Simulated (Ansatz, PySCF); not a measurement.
System: sum formula SnOH (charge +1, singlet). It need not be the lowest isomer of its formula. 
Coordinates optimised at B3LYP-D3(BJ)/def2-TZVP (Ansatz, a quantum-chemistry and plane-wave program):
```
O
H 1 0.9642
Sn 1 1.8755 2 180.00
```
Charge +1, spin multiplicity 1.

Total electronic energies in hartree. Valence correlation only, unless marked. No spin-orbit coupling. Frozen are the shells of the preceding noble gas and the d and f shells that filled before the atom's block. Past Kr the def2 sets carry scalar-relativistic core potentials. STO-3G rows are all-electron and non-relativistic. CBS(X,Y): correlation extrapolated as X^-3; Hartree-Fock from the larger set.

| level | program | energy (Eh) |
|---|---|---|
| RI-HF/def2-TZVPP | Ansatz | -288.61309 |
| SVWN5/def2-TZVPD | Ansatz | -289.04793 |
| revPBE-D3(BJ)/def2-TZVPD | Ansatz + dftd3 | -289.95116 |
| TPSS-D4/def2-TZVPD | PySCF + dftd4 | -289.84092 |
| B3LYP-D4/def2-TZVPD | Ansatz + dftd4 | -289.99574 |
| PBE0/def2-SVP | Ansatz | -289.73574 |
| TPSSh-D3(BJ)/def2-TZVPD | PySCF + dftd3 | -289.84099 |
| TPSSh-D4/def2-TZVPD | PySCF + dftd4 | -289.84089 |
| HSE06/def2-TZVPD | Ansatz | -289.83651 |
| B2PLYP-D3(BJ)/def2-TZVPD | Ansatz + dftd3 | -289.59963 |
| RPA@PBE/def2-QZVPP | Ansatz | -289.11494 |
| MP2/STO-3G | Ansatz | -6037.63245 |
| SCS-MP2/def2-TZVPP | Ansatz | -288.91468 |
| CCSD/def2-QZVPPD | Ansatz | -288.95094 |
| CCSD(T)/CBS(def2-TZVPPD,def2-QZVPPD) | Ansatz | -288.9801 |

Totals of different functionals don't rank their quality; only differences between species are comparable.
